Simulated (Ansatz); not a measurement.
Basis sets compared for the cluster Ga₄F₄ (the lowest singlet isomer of a short search). Charge 0, multiplicity 1. Geometry r2SCAN-D4/def2-SVP. Ansatz on 4 threads of Arm Neoverse V1 on a shared host; times are rough, and most runs start from earlier orbitals.

```xyz
8

Ga    1.2269   -1.3188   -1.0354
Ga    0.6357    1.9485   -0.3403
Ga    0.0965   -0.4153    2.0334
Ga   -1.9591   -0.2144   -0.6577
F    -0.0750    0.3186   -1.5615
F     1.5043    0.1649    0.5051
F    -0.9418    1.0129    0.7952
F    -0.4875   -1.4964    0.2612
```

The structure comes from a short search, and lower isomers may exist.

Binding counts from free atoms (Ga doublet, F doublet) in the same basis, without a counterpoise term.

| level | functions | energy (Eh) | HOMO (eV) | LUMO (eV) | binding per atom (eV) | wall time |
| --- | --- | --- | --- | --- | --- | --- |
| PBE-D4/def2-SVP | 184 | -8096.2985 | -5.96 | -1.80 | 3.63 | 3.5 s |
| PBE0-D4/def2-SVP | 184 | -8096.4284 | -6.95 | -1.06 | 3.44 | 6.5 s |

(1) Estimate the rows for PBE-D4/def2-TZVP (with forces), PBE0-D4/def2-TZVP.

Answers

(1) 
```csv
level,functions,energy (Eh),HOMO (eV),LUMO (eV),binding per atom (eV),wall time
PBE-D4/def2-TZVP (with forces),316,-8097.7617,-5.99,-1.88,3.48,9.5 s
PBE0-D4/def2-TZVP,316,-8097.8866,-6.97,-1.15,3.31,22 s
```
